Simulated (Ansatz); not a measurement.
The cluster Cs4Cl4⁻. The state is a doublet with charge -1. Geometry PBE-D4/def2-SVPD.

```xyz
8

Cs    0.6985   -1.7837   -2.1923
Cs    3.0882    1.4489   -0.2161
Cs   -1.2230   -1.3639    2.2618
Cs   -2.4485    2.3886    0.1324
Cl    1.8651   -1.4902    0.9644
Cl   -2.7238    1.3672    3.2394
Cl    2.9949    0.2683   -3.2773
Cl   -2.2513   -0.8353   -0.9124
```

In the def2 sets Cs takes a core potential; there is no spin–orbit coupling. LC-ωPBE has ω = 0.4 bohr⁻¹. At PBE-D4/def2-TZVPD, revPBE-D4/def2-TZVPD, r2SCAN-D4/def2-TZVPD, PBE0-D4/def2-TZVPD the highest occupied level of the charge -1 doublet lies above zero (up to 0.53 eV). The electron is either unbound and held by the finite basis, or the level is raised by self-interaction error. Another isomer (doublet) lies 0.12 eV lower at PBE0-D4/def2-TZVPD; other spin states weren't run for this one.

Problem. Estimate the α-spin orbital energies around the gap (eV) in Ansatz with PBE-D4/def2-TZVPD, revPBE-D4/def2-TZVPD, r2SCAN-D4/def2-TZVPD, PBE0-D4/def2-TZVPD, LC-ωPBE/def2-TZVPD.

Solution. 
```json
{"orbital": "HOMO−5", "PBE-D4/def2-TZVPD": "-2.86", "revPBE-D4/def2-TZVPD": "-2.83", "r2SCAN-D4/def2-TZVPD": "-3.13", "PBE0-D4/def2-TZVPD": "-4.15", "LC-ωPBE/def2-TZVPD": "-6.91"}
{"orbital": "HOMO−4", "PBE-D4/def2-TZVPD": "-2.83", "revPBE-D4/def2-TZVPD": "-2.80", "r2SCAN-D4/def2-TZVPD": "-3.10", "PBE0-D4/def2-TZVPD": "-4.12", "LC-ωPBE/def2-TZVPD": "-6.88"}
{"orbital": "HOMO−3", "PBE-D4/def2-TZVPD": "-2.82", "revPBE-D4/def2-TZVPD": "-2.79", "r2SCAN-D4/def2-TZVPD": "-3.10", "PBE0-D4/def2-TZVPD": "-4.12", "LC-ωPBE/def2-TZVPD": "-6.87"}
{"orbital": "HOMO−2", "PBE-D4/def2-TZVPD": "-2.73", "revPBE-D4/def2-TZVPD": "-2.70", "r2SCAN-D4/def2-TZVPD": "-3.01", "PBE0-D4/def2-TZVPD": "-4.02", "LC-ωPBE/def2-TZVPD": "-6.80"}
{"orbital": "HOMO−1", "PBE-D4/def2-TZVPD": "-2.72", "revPBE-D4/def2-TZVPD": "-2.69", "r2SCAN-D4/def2-TZVPD": "-3.01", "PBE0-D4/def2-TZVPD": "-4.02", "LC-ωPBE/def2-TZVPD": "-6.79"}
{"orbital": "HOMO", "PBE-D4/def2-TZVPD": "0.46", "revPBE-D4/def2-TZVPD": "0.49", "r2SCAN-D4/def2-TZVPD": "0.53", "PBE0-D4/def2-TZVPD": "0.21", "LC-ωPBE/def2-TZVPD": "-0.75"}
{"orbital": "LUMO", "PBE-D4/def2-TZVPD": "0.88", "revPBE-D4/def2-TZVPD": "0.87", "r2SCAN-D4/def2-TZVPD": "0.97", "PBE0-D4/def2-TZVPD": "1.19", "LC-ωPBE/def2-TZVPD": "1.89"}
{"orbital": "LUMO+1", "PBE-D4/def2-TZVPD": "0.99", "revPBE-D4/def2-TZVPD": "0.95", "r2SCAN-D4/def2-TZVPD": "1.39", "PBE0-D4/def2-TZVPD": "1.32", "LC-ωPBE/def2-TZVPD": "1.94"}
{"orbital": "LUMO+2", "PBE-D4/def2-TZVPD": "1.22", "revPBE-D4/def2-TZVPD": "1.16", "r2SCAN-D4/def2-TZVPD": "1.44", "PBE0-D4/def2-TZVPD": "1.54", "LC-ωPBE/def2-TZVPD": "2.08"}
{"orbital": "LUMO+3", "PBE-D4/def2-TZVPD": "1.35", "revPBE-D4/def2-TZVPD": "1.34", "r2SCAN-D4/def2-TZVPD": "1.64", "PBE0-D4/def2-TZVPD": "1.67", "LC-ωPBE/def2-TZVPD": "2.37"}
{"orbital": "LUMO+4", "PBE-D4/def2-TZVPD": "1.55", "revPBE-D4/def2-TZVPD": "1.57", "r2SCAN-D4/def2-TZVPD": "1.70", "PBE0-D4/def2-TZVPD": "1.90", "LC-ωPBE/def2-TZVPD": "2.56"}
{"orbital": "LUMO+5", "PBE-D4/def2-TZVPD": "1.64", "revPBE-D4/def2-TZVPD": "1.63", "r2SCAN-D4/def2-TZVPD": "1.76", "PBE0-D4/def2-TZVPD": "1.94", "LC-ωPBE/def2-TZVPD": "2.61"}
{"orbital": "β HOMO", "PBE-D4/def2-TZVPD": "-2.72", "revPBE-D4/def2-TZVPD": "-2.69", "r2SCAN-D4/def2-TZVPD": "-3.01", "PBE0-D4/def2-TZVPD": "-4.01", "LC-ωPBE/def2-TZVPD": "-6.79"}
{"orbital": "β LUMO", "PBE-D4/def2-TZVPD": "0.85", "revPBE-D4/def2-TZVPD": "0.81", "r2SCAN-D4/def2-TZVPD": "0.91", "PBE0-D4/def2-TZVPD": "1.32", "LC-ωPBE/def2-TZVPD": "1.90"}
```
